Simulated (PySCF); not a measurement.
One molecule, one basis, several functionals.

Compound: C2H5NO2Si2.
InChI=1S/C2H5NO2Si2/c3-1-7-2-4-6-5-7/h7H,2,6H2/t7-/m1/s1

PySCF, def2-SVPD basis, density fitting, gas phase, PBE0-D3(BJ)/def2-SVP geometry; singlet excitations by full TDDFT with frozen cores, triplets by Tamm–Dancoff TDDFT and ionisation energies by ΔSCF, from the lowest of the holes tried. One functional is left out:

```csv
functional,exact exchange (%),HOMO energy (eV),LUMO energy (eV),lowest singlet excitation (eV),lowest triplet excitation (eV),mean polarisability (au),vertical ionisation energy (eV)
LDA,0,-7.26,-2.51,4.78,4.72,83.2,10.29
PBE,0,-7.16,-2.24,4.94,4.88,82.2,10.40
B3LYP,20,-8.43,-1.53,6.04,5.60,78.7,10.66
BHandHLYP,50,-10.10,-0.34,6.56,5.48,75.0,10.88
```

Problem. Predict the row of PBE0 (25 % exact exchange) by straight lines through the other rows, and check it.

Solution. 
| property | line | computed | computed − line | B3LYP (20 %), for comparison |
| --- | --- | --- | --- | --- |
| HOMO energy (eV) | -8.67 | -8.66 | +0.01 | -8.43 |
| LUMO energy (eV) | -1.35 | -1.32 | +0.03 | -1.53 |
| lowest singlet excitation (eV) | 5.84 | 6.23 | +0.39 | 6.04 |
| lowest triplet excitation (eV) | 5.28 | 5.56 | +0.28 | 5.60 |
| mean polarisability (au) | 78.6 | 78.1 | -0.5 | 78.7 |
| vertical ionisation energy (eV) | 10.64 | 10.66 | +0.02 | 10.66 |

Problem. Which of these properties follows the share of exact exchange most closely, and which least?

Solution. Most closely the HOMO energy, least the lowest triplet excitation; the correlations over the tabulated rows are HOMO energy -0.999, LUMO energy 0.993, mean polarisability -0.986, vertical ionisation energy 0.967, lowest singlet excitation 0.954, lowest triplet excitation 0.782. The HOMO energy moves by -0.579 eV for every 10 %. Functionals with the same share still differ in their other parts: at 0 % LDA and PBE differ by 0.10 eV in it.
